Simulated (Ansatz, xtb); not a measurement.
# Relative energy of two structures of BGeH7Si

We compare I, `[BH2][GeH2][SiH3]`, a singlet, with II, a singlet given by its coordinates. Both are isolated molecules in the gas phase, relaxed with B3LYP-D3(BJ)/def2-SVP; the shapes shown needn't be the lowest conformers.

I (Å):

```xyz
10

B    -0.5914   -0.5391   -3.4532
Ge    0.3486    0.6097   -2.0380
Si   -1.3494    2.0194   -1.0647
H    -0.7186   -0.1362   -4.5817
H    -1.0980   -1.5898   -3.1509
H     0.9739   -0.2013   -0.8800
H     1.4352    1.5494   -2.6090
H    -2.4141    1.1839   -0.4357
H    -1.9731    2.8750   -2.1163
H    -0.7446    2.8984   -0.0215
```

II (Å):

```xyz
10

B    -0.6582    1.1240    1.3045
Ge    1.3634    0.8666    0.3348
Si   -0.9149   -0.1847   -0.3128
H     1.5616   -0.6477    0.8256
H    -1.0282    2.2438    1.0517
H     0.4102    1.1052    1.9829
H     0.2150   -0.2612   -1.3427
H    -1.1986   -1.5794    0.1079
H    -1.4121    0.4274    1.9633
H    -2.0521    0.4231   -1.0537
```

Close contacts (Å): B1–Ge2 2.26, B1–Si3 2.10, Ge2–Si3 2.59, B1–H5 1.21, B1–H6 1.27, B1–H9 1.22, Ge2–H4 1.60, Ge2–H6 1.92, Si3–H7 1.53, Si3–H8 1.48, Si3–H10 1.49.

Energies in hartree; the thermal terms are from B3LYP-D3(BJ)/def2-SVP harmonic frequencies (ideal gas, rigid rotor, one conformer each, 298.15 K, 1 atm) and include the zero-point energy:

```
                                I            II
E, CCSD(T)/def2-TZVP  −2393.584880  −2393.570913
   zero-point energy      0.060011      0.061673
        H(298 K) − E      0.068046      0.068761
        G(298 K) − E      0.028860      0.032180
```

**Question.** Work out ΔE, ΔE₀, ΔH and ΔG for I → II in kJ/mol (1 Eh = 2625.50 kJ/mol) and the equilibrium ratio [II]/[I].

**Answer.** 1. ΔE = −2393.570913 − (−2393.584880) = +0.013967 Eh = +36.67 kJ/mol.
2. ΔE₀ = ΔE + ΔZPE = +0.013967 + (+0.001662) Eh = +41.03 kJ/mol.
3. ΔH = ΔE + (+0.000715) Eh = +38.55 kJ/mol.
4. ΔG = ΔE + (+0.003320) Eh = +45.39 kJ/mol, so ΔS = (ΔH − ΔG)/T = −22.9 J/(mol K).
5. kT = 0.9442 mEh, so K = [II]/[I] = exp(−ΔG/kT) = exp(−18.31) ≈ 1.1 × 10^−8.

Structure I is favoured at this temperature. An error of 4 kJ/mol in ΔG would change K by a factor of 5. GFN2-xTB gave ΔE the other sign. Mirror images and further conformers aren't counted.

Other levels gave ΔE = −2.8 (GFN2-xTB); +326.5 (HF/STO-3G, GFN2-xTB geometries); +27.5 (r2SCAN-D4/def2-SVP, GFN2-xTB geometries); +19.9 (B3LYP-D3(BJ)/def2-SVP); +105.3 (HF/def2-TZVP); +34.6 (MP2/def2-TZVP) kJ/mol. The correlated steps freeze 15 core orbitals; the filled d shell of Ge is correlated, in a basis made for valence electrons. Programs: Ansatz 0.2.0, xtb 6.7.1.
